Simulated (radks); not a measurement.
Values are calculated unless marked as measured or tabulated.
Q: The table gives one normalised radial function P(r) = r R(r) of Au62+ in [Ne] 3s2 3p5 (r in bohr). Code: a radial shooting solver on a logarithmic mesh with Libxc functionals. Model: scalar-relativistic Kohn-Sham, r2SCAN, spin-polarised, spherical densities, finite nucleus; open shells are filled with parallel spins first (spin-orbit coupling, left out, can overturn this in heavy ions); meta-GGA in the generalised Kohn-Sham scheme; Fermi nuclear charge, rms radius 5.4371 fm.

r	P
0.0009808	0.0125
0.001088	0.0149
0.001217	0.0179
0.001351	0.0212
0.001511	0.0255
0.001676	0.0303
0.00186	0.0360
0.002081	0.0433
0.002309	0.0513
0.002582	0.0616
0.002865	0.0730
0.003205	0.0876
0.003556	0.1037
0.003977	0.1242
0.004413	0.1466
0.004897	0.1729
0.005477	0.2061
0.006078	0.2422
0.006798	0.2875
0.007543	0.3362
0.008437	0.3967
0.009362	0.4609
0.01047	0.5394
0.01162	0.6213
0.01289	0.7120
0.01442	0.8193
0.016	0.9268
0.0179	1.0494
0.01986	1.1670
0.02221	1.2935
0.02465	1.4057
0.02757	1.5134
0.03059	1.5931
0.03394	1.6437
0.03796	1.6541
0.04212	1.6111
0.04712	1.4956
0.05228	1.3144
0.05848	1.0326
0.06489	0.6893
0.07258	0.2381
0.08053	-0.2420
0.08936	-0.7584
0.09995	-1.3202
0.1109	-1.8071
0.124	-2.2468
0.1376	-2.5372
0.154	-2.6902
0.1708	-2.6712
0.1911	-2.4850
0.212	-2.1861
0.2352	-1.8087
0.2631	-1.3709
0.292	-0.9852
0.3266	-0.6335
0.3624	-0.3854
0.4053	-0.2036
0.4497	-0.1013
0.503	-0.0421
0.5582	-0.0164

Which n and l does it have? It may be an empty orbital.

A: n = 3, l = 1: the number of nodes gives n - l - 1 = 1, the rise at small r (about r^(l+1), flatter next to the nucleus through relativity) gives l, and the extent must fit the shell. The curve is that of 3p down; the table hardly tells the two spins apart. 3p down: eigenvalue -6940.1 eV, 1 radial node at r = 0.0765 bohr, <r> = 0.170 bohr, 90 % of the charge inside 0.252 bohr.
